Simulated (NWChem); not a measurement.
System meant: CH$_{5}$Sb; SMILES [CH3][SbH2]

The following NWChem deck was run.

```
start job
memory heap 200 mb stack 900 mb global 1100 mb
geometry units angstroms noautoz
  Sb     0.025283     0.327865    -0.000198
  H     -1.179869     0.450094    -1.217885
  H     -1.163953     0.450095     1.233040
  C      0.012966    -1.849119    -0.000107
  H     -1.011498    -2.241562     0.006382
  H      0.549957    -2.206400     0.889567
  H      0.538657    -2.206418    -0.896497
end
basis spherical
  * library def2-svp
end
ecp
  Sb library def2-ecp
end
dft
  xc pbe0
  iterations 4
  mulliken
end
task dft energy
```

End of the output:

```
    Atom       Charge   Shell Charges
 -----------   ------   -------------------------------------------------------
    1 Sb  23    22.69   1.29  0.67  0.95  0.63  2.79  3.09  1.68  1.41  9.49  0.68
    2 H    1     1.08   0.61  0.44  0.03
    3 H    1     1.08   0.61  0.44  0.03
    4 C    6     6.26   1.97  0.60  0.35  1.85  1.45  0.05
    5 H    1     0.96   0.63  0.26  0.07
    6 H    1     0.96   0.63  0.26  0.07
    7 H    1     0.96   0.63  0.26  0.07

 center of mass
 --------------
 x =   0.04156799 y =  -0.16315253 z =   0.00000000

 moments of inertia (a.u.)
 ------------------
         260.573204608811           0.000000006303           0.000000000000
           0.000000006303          32.495066009979           0.000000000000
           0.000000000000           0.000000000000         259.966615412014

     Multipole analysis of the density
     ---------------------------------

     L   x y z        total         alpha         beta         nuclear
     -   - - -        -----         -----         ----         -------
     0   0 0 0     -0.000000    -17.000000    -17.000000     34.000000

     1   1 0 0      0.064418      1.161807      1.161807     -2.259196
     1   0 1 0      0.261236     -8.588347     -8.588347     17.437931
     1   0 0 1      0.000000      0.000000      0.000000      0.000000

     2   2 0 0    -26.476165    -20.949603    -20.949603     15.423041
     2   1 1 0      0.591474     -1.458184     -1.458184      3.507843
     2   1 0 1     -0.000000     -0.000000     -0.000000      0.000000
     2   0 2 0    -25.376680    -80.781042    -80.781042    136.185404
     2   0 1 1      0.000000      0.000000      0.000000      0.000000
     2   0 0 2    -25.356039    -20.889181    -20.889181     16.422323

 ------------------------------------------------------------------------
 dft energy failed                                                                                  0
 ------------------------------------------------------------------------
 ------------------------------------------------------------------------
  current input line :
    23: task dft energy
 ------------------------------------------------------------------------
 ------------------------------------------------------------------------
 This type of error is most commonly associated with calculations not reaching convergence criteria
 ------------------------------------------------------------------------
 For more information see the NWChem manual at https://nwchemgit.github.io

0:dft energy failed:Received an Error in Communication
```

**Question.** Can this run be used? If not, why, and what is the fix?

**Answer.** The run did not converge; its last values are not results. Cause: the SCF was allowed too few iterations. This input runs:
```
start job
memory heap 200 mb stack 900 mb global 1100 mb
geometry units angstroms noautoz
  Sb     0.025283     0.327865    -0.000198
  H     -1.179869     0.450094    -1.217885
  H     -1.163953     0.450095     1.233040
  C      0.012966    -1.849119    -0.000107
  H     -1.011498    -2.241562     0.006382
  H      0.549957    -2.206400     0.889567
  H      0.538657    -2.206418    -0.896497
end
basis spherical
  * library def2-svp
end
ecp
  Sb library def2-ecp
end
dft
  xc pbe0
  iterations 150
  mulliken
end
task dft energy
```
It converges to -281.25863 Ha (PBE0/def2-SVP with def2 effective core potentials on Sb).
